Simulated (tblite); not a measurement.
2-methoxy-1,3-dioxolane, C4H8O3.
Bonds: C1–O2, O2–C3, C3–O4, O4–C5, C5–C6, C6–O7, C3–O7. Hydrogens: H8, H9, H10 on C1; H11 on C3; H12, H13 on C5; H14, H15 on C6.

Computed with GFN2-xTB (tblite), gas phase: Langevin dynamics at 300 K from the optimised GFN2-xTB geometry, time step 0.5 fs, friction 0.01 fs⁻¹, 2000 steps. The instantaneous temperature is 2·E(kin)/(3Nk) with all 3N coordinates.

| t (fs) | T (K) | E(pot) above start (eV) | C1–O2 (Å) | O2–C3 (Å) | C3–O4 (Å) | O4–C5 (Å) | C5–C6 (Å) | C1–H8 (Å) | C1–O2–C3–O4 (°) |
| --- | --- | --- | --- | --- | --- | --- | --- | --- | --- |
| 0 | 239 | 0.000 | 1.411 | 1.395 | 1.377 | 1.420 | 1.545 | 1.094 | 170 |
| 25 | 138 | 0.400 | 1.383 | 1.373 | 1.360 | 1.458 | 1.578 | 1.052 | 169 |
| 50 | 240 | 0.254 | 1.403 | 1.427 | 1.379 | 1.442 | 1.532 | 1.083 | 173 |
| 75 | 176 | 0.300 | 1.426 | 1.448 | 1.373 | 1.376 | 1.514 | 1.119 | 173 |
| 100 | 203 | 0.268 | 1.411 | 1.383 | 1.378 | 1.390 | 1.518 | 1.133 | 175 |
| 125 | 148 | 0.338 | 1.401 | 1.372 | 1.383 | 1.441 | 1.545 | 1.093 | 180 |
| 150 | 263 | 0.283 | 1.381 | 1.414 | 1.376 | 1.429 | 1.566 | 1.086 | 176 |
| 175 | 198 | 0.391 | 1.382 | 1.379 | 1.374 | 1.402 | 1.521 | 1.085 | 170 |
| 200 | 252 | 0.373 | 1.431 | 1.409 | 1.349 | 1.419 | 1.511 | 1.072 | 172 |
| 225 | 239 | 0.371 | 1.446 | 1.368 | 1.387 | 1.411 | 1.523 | 1.103 | 174 |
| 250 | 226 | 0.444 | 1.421 | 1.390 | 1.432 | 1.411 | 1.544 | 1.125 | 174 |
| 275 | 292 | 0.274 | 1.421 | 1.407 | 1.397 | 1.389 | 1.530 | 1.104 | 179 |
| 300 | 220 | 0.387 | 1.370 | 1.379 | 1.362 | 1.424 | 1.534 | 1.078 | 175 |
| 325 | 339 | 0.311 | 1.381 | 1.443 | 1.359 | 1.429 | 1.532 | 1.093 | 170 |
| 350 | 307 | 0.581 | 1.477 | 1.414 | 1.358 | 1.404 | 1.537 | 1.129 | 160 |
| 375 | 225 | 0.659 | 1.452 | 1.351 | 1.350 | 1.426 | 1.571 | 1.085 | 155 |
| 400 | 325 | 0.445 | 1.437 | 1.384 | 1.383 | 1.437 | 1.526 | 1.099 | 157 |
| 425 | 244 | 0.600 | 1.383 | 1.476 | 1.381 | 1.418 | 1.553 | 1.087 | 164 |
| 450 | 320 | 0.546 | 1.394 | 1.477 | 1.357 | 1.396 | 1.639 | 1.065 | 165 |
| 475 | 336 | 0.599 | 1.421 | 1.374 | 1.337 | 1.361 | 1.597 | 1.112 | 173 |
| 500 | 289 | 0.499 | 1.468 | 1.378 | 1.399 | 1.426 | 1.491 | 1.155 | 179 |
| 525 | 329 | 0.362 | 1.417 | 1.385 | 1.394 | 1.454 | 1.530 | 1.127 | -177 |
| 550 | 302 | 0.509 | 1.383 | 1.374 | 1.328 | 1.415 | 1.559 | 1.058 | -178 |
| 575 | 282 | 0.533 | 1.398 | 1.415 | 1.356 | 1.358 | 1.563 | 1.084 | -179 |
| 600 | 233 | 0.523 | 1.421 | 1.398 | 1.363 | 1.435 | 1.534 | 1.124 | -176 |
| 625 | 288 | 0.482 | 1.450 | 1.397 | 1.374 | 1.418 | 1.550 | 1.066 | -176 |
| 650 | 320 | 0.517 | 1.436 | 1.341 | 1.386 | 1.352 | 1.528 | 1.054 | 177 |
| 675 | 381 | 0.491 | 1.409 | 1.400 | 1.380 | 1.423 | 1.528 | 1.111 | 177 |
| 700 | 250 | 0.670 | 1.416 | 1.423 | 1.375 | 1.456 | 1.556 | 1.186 | 180 |
| 725 | 386 | 0.545 | 1.367 | 1.428 | 1.340 | 1.412 | 1.527 | 1.155 | -168 |
| 750 | 390 | 0.561 | 1.408 | 1.375 | 1.386 | 1.441 | 1.545 | 1.038 | -157 |
| 775 | 271 | 0.739 | 1.418 | 1.404 | 1.417 | 1.441 | 1.529 | 1.103 | -161 |
| 800 | 307 | 0.491 | 1.400 | 1.400 | 1.383 | 1.359 | 1.554 | 1.136 | -174 |
| 825 | 312 | 0.433 | 1.399 | 1.426 | 1.383 | 1.412 | 1.513 | 1.105 | 171 |
| 850 | 318 | 0.483 | 1.431 | 1.402 | 1.381 | 1.483 | 1.487 | 1.092 | 155 |
| 875 | 400 | 0.462 | 1.415 | 1.359 | 1.407 | 1.491 | 1.508 | 1.109 | 145 |
| 900 | 401 | 0.623 | 1.424 | 1.405 | 1.401 | 1.458 | 1.588 | 1.119 | 141 |
| 925 | 371 | 0.639 | 1.366 | 1.473 | 1.377 | 1.392 | 1.566 | 1.110 | 128 |
| 950 | 419 | 0.463 | 1.381 | 1.477 | 1.391 | 1.363 | 1.514 | 1.103 | 123 |
| 975 | 319 | 0.490 | 1.428 | 1.389 | 1.407 | 1.452 | 1.569 | 1.107 | 121 |
| 1000 | 384 | 0.402 | 1.433 | 1.350 | 1.367 | 1.464 | 1.586 | 1.085 | 120 |

Task: From 500 fs on, how do temperature and potential energy compare with equipartition?

Result: The mean temperature of these 21 frames is 331 K against the target 300 K, and the mean potential energy 0.52 eV against 39 × kT/2 = 0.50 eV for 39 classical harmonic modes. For 15 atoms in a canonical ensemble the temperature itself scatters by T·√(2/(3N)) = 63 K; here its standard deviation is 53 K. The whole run lasts only 10 friction times of 100 fs, so these averages carry a wide statistical error.

Task: What are the kinetic and total energies of the listed frame with the highest potential energy?

Result: The one at 775 fs, 0.739 eV above the start. Its kinetic energy is 3NkT/2 = 0.525 eV at 271 K, so the sum is 1.26 eV; over the listed frames the sum runs from 0.46 to 1.40 eV, since the thermostat adds and removes energy.

Task: How much do the listed bonds fluctuate from 500 fs on?

Result: 
| bond | at the start (Å) | mean (Å) | standard deviation (Å) |
| --- | --- | --- | --- |
| C1–O2 | 1.411 | 1.413 | 0.025 |
| O2–C3 | 1.395 | 1.400 | 0.033 |
| C3–O4 | 1.377 | 1.381 | 0.021 |
| O4–C5 | 1.420 | 1.424 | 0.040 |
| C5–C6 | 1.545 | 1.539 | 0.027 |
| C1–H8 | 1.094 | 1.106 | 0.035 |

The motion is classical and holds no zero-point motion.

What follows is the cost of the whole dynamics run. On one thread, Intel Xeon at 2.50 GHz (x86_64), no GPU, shared host with 64 logical CPUs at a one-minute load of 30, this took 30 s wall, 27 s CPU and 0.18 GiB of memory at its peak.
